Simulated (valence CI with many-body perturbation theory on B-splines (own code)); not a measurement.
The numbers below are computed, except where a source is named.
**Run record, Nd XXIX**

The program does CI of the valence electrons with many-body perturbation theory for a frozen closed Dirac-Fock core.

Command, and the settings that its task file holds:

```sh
python run_cv.py task.json out
```

```
atom Nd  Z=60  mass_number=142  rms_radius_fm=4.9123
core [Ar] 3d10
valence 4s2 5p2
avg = 1
basis = S
breit = 1
cap = 10000
capref = 1200
cscale = 1
de = 0.0
dress = 0
eps = 2e-08
h = 0.27
hh = 1
l2 = 3
lcore = 6
maxit = 60
n2 = 5
natural = 1
nlev = 20
nno = [3, 3, 3, 2, 1]
nroot = 26
nsp = [3, 3, 2, 1, 0]
pt2 = 1
qed = 1
rpa = 1
s1 = 1
s2 = 1
s3 = 1
screen = 1
tol = 2e-05
```

What became of the run, and why?

It gave no result: the start configuration must fill the lowest shells above the core. The program said: "5p is not the lowest shell of its kind above the core".
